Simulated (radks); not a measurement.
Values are calculated unless marked as measured or tabulated.
Spherical quantum dot in the effective-mass picture: electrons in a parabolic well V = omega^2 r^2 / 2 with omega = 0.127, all in effective atomic units (hartree* = m*/eps^2 hartree, bohr* = eps/m* bohr), one dielectric constant everywhere. Level of theory: non-relativistic Kohn-Sham, LDA (Slater exchange, Perdew-Wang correlation), spin-polarised, spherical densities (a radial shooting solver with Libxc functionals). Levels are named by radial order and angular momentum (1s, 1p, 1d, 2s, ...), and open shells are averaged over m.

N = 29, configuration 1s2 1p6 1d10 2s2 1f(up 7, down 2). This is the lowest configuration that the search found. Occupied and some empty levels:

level,occupation,eigenvalue (hartree*),<r> (bohr*)
1s up,1,3.4072,7.436
1s down,1,3.4133,7.074
1p up,3,3.4305,8.700
1p down,3,3.4391,8.548
1d up,5,3.4607,9.459
1d down,5,3.4703,9.406
2s up,1,3.4772,7.089
2s down,1,3.4818,7.316
1f up,7,3.4973,10.02
1f down,2,3.5074,10.01
2p up,0,3.5265,7.919
2p down,0,3.5312,7.971
1g up,0,3.5399,10.47
1g down,0,3.5501,10.49
2d up,0,3.5794,8.735
2d down,0,3.5847,8.725

Energy (hartree*): total 60.3689, kinetic 2.1014, external 20.960, Hartree 41.397, exchange-correlation -4.0899.

Electron density:

r (bohr*),n(r) (e/bohr*^3)
0.379,0.005470
1.33,0.005113
2.28,0.004479
3.23,0.003801
4.18,0.003332
5.14,0.003246
6.09,0.003556
7.04,0.004103
7.99,0.004597
8.94,0.004696
9.89,0.004160
10.8,0.003041
11.8,0.001762
12.8,0.0007812
13.7,0.0002597
14.7,0.00006425
15.6,0.00001188
16.6,1.607e-06
17.5,1.673e-07
18.5,1.313e-08
